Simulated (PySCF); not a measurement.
# CH8OP2Si: full NMR table

* Formula: CH8OP2Si
* SMILES: CO[SiH](P)P
* InChI: InChI=1S/CH8OP2Si/c1-2-5(3)4/h5H,3-4H2,1H3
* Point group of the computed structure: C1
* Carbon signals: 1
* Proton signals: 3

Numbering as in the mapped SMILES `[CH3:1][O:2][SiH:3]([PH2:4])[PH2:5]`. Each H is labelled by its parent atom.

Non-relativistic Hamiltonian, a single conformation, averaged over atoms made equivalent by symmetry, fast rotation or ring inversion, gas phase. Coordinates at the GFN2-xTB level; PBE0/pcSseg-1 with gauge-including orbitals; PySCF.

Chemical shifts δ = σref − σ; TMS for ¹H (31.72 ppm) and ¹³C (186.93 ppm) and ²⁹Si (349.16 ppm); ³¹P (318.38 ppm) against H3PO4; H2O for ¹⁷O (336.08 ppm), all at this level.

| carbon | δC, type | δH (multiplicity) | HMBC from (2–3 bonds) | span of the C tensor (ppm) |
| --- | --- | --- | --- | --- |
| C1 | 54.4, CH3 | 3.84 (s) | H(Si3) | 79 |

Other nuclei:
| atoms | nucleus | environment | δ (ppm) | σ (ppm) |
| --- | --- | --- | --- | --- |
| H(Si3) | ¹H | hydrogen on a silicon bonded to O, 2 P | 5.71 | 26.01 |
| H(P4)/H(P5) | ¹H | hydrogen on a phosphorus bonded to Si | 1.25 | 30.47 |
| P4/P5 | ³¹P | phosphorus bonded to Si, 2 H | -272.9 | 591.3 |
| Si3 | ²⁹Si | silicon bonded to O, 2 P, H | 12.3 | 336.9 |
| O2 | ¹⁷O | oxygen bonded to C, Si | 16.1 | 320.0 |

- δH 5.71: hydrogen on a silicon bonded to O, 2 P.
- δH 3.84: hydrogen on a methyl carbon bonded to O; its carbon carries O, an electronegative neighbour.
- δH 1.25: hydrogen on a phosphorus bonded to Si.

Splittings by ³¹P in the carbon and heteronuclear signals aren't shown, as no couplings were computed. Shifts are as computed. Against solution values, carbons near 30 ppm lie about +3 ppm off and those near 130 ppm about +5 ppm (rms about the fit 2.1 ppm; single classes can miss by 10 ppm). Of 1328 compounds with measured shifts, 309 miss one by over three times the rms of a fit or turn the order of signals round; such compounds aren't used in these exercises. Signals without a measured value on file couldn't be tested in this way; 1H shifts scatter by 0.2 ppm about their fit, and single ones miss by 0.5 ppm. Experimental scales use liquid or dissolved standards, which lie at an offset from isolated H2O (liquid H2O: subtract about 36 ppm) and H3PO4. Multiplicities follow the n + 1 count of equivalent neighbours, as no J values were calculated; m marks all less simple cases, F and P coupling included.
